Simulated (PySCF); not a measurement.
Mo(O)(OH)(Cl)2 (Cl2HMoO2), SMILES [O]=[Mo]([OH])([Cl])[Cl] (connectivity only; charge and spin as stated), neutral, multiplicity 2. Atoms are numbered in the order given.

```xyz
6

Mo     0.1035     0.3638     0.0000
O      1.6636     0.9504     0.0000
O     -1.2988     1.5873     0.0000
H     -2.2552     1.4130     0.0000
Cl    -0.1473    -1.0881    -1.7419
Cl    -0.1473    -1.0881     1.7419
```
Charge 0, spin multiplicity 2.

Geometry: r2SCAN-D4/def2-SVP. The multiplicity is an assumed one; other spin states were not compared. The def2 effective core potentials stand for the cores of Mo; spin–orbit coupling is left out. The values are those of a single conformer.

The numbers are results of M06-2X/def2-TZVP in PySCF, not measurements.

ESP charges are fitted to the potential on shells at 1.4 to 2.0 van der Waals radii. Atomic charges (e):

| atom | Mulliken | ESP fit | Mulliken spin |
|---|---|---|---|
| Mo1 | 1.51 | 0.77 | 0.93 |
| O2 | -0.51 | -0.26 | -0.03 |
| O3 | -0.73 | -0.50 | -0.01 |
| H4 | 0.37 | 0.40 | 0.02 |
| Cl5 | -0.32 | -0.20 | 0.05 |
| Cl6 | -0.32 | -0.20 | 0.05 |
